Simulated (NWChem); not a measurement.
Molecule: KF; SMILES [K][F]

```xyz
2

K      0.0000     0.0000    -0.7084
F      0.0000     0.0000     1.4306
```
Atoms are numbered in this order, from 1.

Results from NWChem. Pople sets run with spherical d functions. Coordinates come from a PBE0/def2-SVP optimisation. GIAO values for the isolated, static molecule; σ is the absolute isotropic shielding.

### Question
Order these by “σ K1 (ppm)”, lowest first: PBE/pcSseg-2; PBE/def2-TZVP; PBE/6-31G*.

### Answer
PBE/pcSseg-2 (1269.0), PBE/def2-TZVP (1290.6), PBE/6-31G* (1326.4)
